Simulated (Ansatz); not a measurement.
Consider the cleavage of the Si–Si bond: `CO[SiH](F)[SiH3]` + `O[SiH2]F` → `CO[SiH](F)O[SiH2]F` + SiH₄.

Calculated with Ansatz (gas phase, PBE0-D4/def2-TZVP geometries, no zero-point term in ΔE). CCSD(T)/CBS is the MP2 limit (def2-TZVPP, def2-QZVPP) plus CCSD(T) − MP2 in def2-TZVPP, frozen cores. This one scheme is used for every species. One conformer a species, not always the lowest.

| species | MP2/def2-QZVPP energy (Eh) |
| --- | --- |
| `CO[SiH](F)[SiH3]` | -795.33755 |
| `O[SiH2]F` | -465.88381 |
| `CO[SiH](F)O[SiH2]F` | -969.85942 |
| SiH₄ | -291.42099 |

Work out ΔE.

ΔE = (-969.85942) + (-291.42099) − (-795.33755) − (-465.88381) = -0.05905 Eh = -37.1 kcal/mol. CCSD(T)/CBS gives -35.5 kcal/mol.

Largest T1 diagnostic among the species: 0.012.

From PBE to PBE0 (25 % exact exchange), in def2-TZVPP and without D4, ΔE moves by −2.8 kcal/mol. The D4 term adds −1.2 kcal/mol with B3LYP and −0.7 kcal/mol with PBE0; it sums over pairs of atoms, weighted by their polarisabilities, and B3LYP, whose exchange is more repulsive, gets the larger term. In def2-TZVPP, CCSD(T) changes the Hartree–Fock value by +5.6 kcal/mol (the triples alone add +0.8 kcal/mol) and MP2 by +4.5 kcal/mol.

B3LYP here is the variant with VWN-RPA as its local correlation; programs differ in this.
